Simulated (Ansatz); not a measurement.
The lowest singlet and triplet of H2P (SMILES [PH2+]); geometries from B3LYP-D3(BJ)/def2-TZVP, each state relaxed from the structure named, with no frequency check.
Singlet (charge 1, multiplicity 1):
```xyz
3

P      0.000     0.117     0.000
H     -1.023    -0.879     0.000
H      1.029    -0.872     0.000
```

A positive gap puts the triplet lower; no zero-point energy. R- takes a restricted singlet. U- takes an unrestricted singlet (broken symmetry where lower, unprojected). The triplet is unrestricted in single-reference levels.

The values were computed with Ansatz (Gaussian orbitals). 

**Question.** One of these levels gives -112.9 kJ/mol for the gap E(singlet) − E(triplet), vertical, at the singlet's geometry. Name it.
A) U-SVWN5/def2-TZVPP
B) R-HF/cc-pV(Q+d)Z
C) U-HF/cc-pV(D+d)Z (spin-contaminated)

**Answer.** A, U-SVWN5/def2-TZVPP. The others give -70.6 (U-HF/cc-pV(D+d)Z (spin-contaminated)), -57.8 (R-HF/cc-pV(Q+d)Z)

Doubts at one or more of the structures used: a restricted determinant that unrestricted orbitals would lower (R-HF/cc-pV(Q+d)Z).

Ansatz is a first-principles code.
